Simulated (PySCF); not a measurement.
Isomers of C2H8SSiTe. The calculation used PBE0-D3(BJ)/def2-SVP geometry optimisation, gas phase, def2 core potentials past Kr (PySCF). Energies are electronic, without zero-point or thermal terms, for one conformer each. No frequencies were run at this level. Point groups hold within 0.08 Å.

Task: Rank from lowest to highest electronic energy at this level (kcal/mol).
A. `[CH3:1][S:2][SiH2:3][Te:4][CH3:5]` with C1–S2–Si3–Te4 57°, S2–Si3–Te4–C5 -123°
B. `[CH3:1][S:2][SiH2:3][CH2:4][TeH:5]` with C1–S2–Si3–C4 178°, S2–Si3–C4–Te5 178°, Si3–C4–Te5–H -59°

Result: A (0.0), B (15.1).

As drawn, the higher has an Si–C bond, which the lower lacks.

```json
{"SMILES": "CS[SiH2][Te]C", "E (Eh)": "-1036.15235", "E rel (kcal/mol)": "0.0", "dipole (D)": "2.20", "point group": "C1", "A, B, C (MHz)": "3147, 768.3, 755.7"}
{"SMILES": "CS[SiH2]C[TeH]", "E (Eh)": "-1036.12830", "E rel (kcal/mol)": "15.1", "dipole (D)": "0.91", "point group": "–", "A, B, C (MHz)": "9098, 426.6, 413.0"}
```
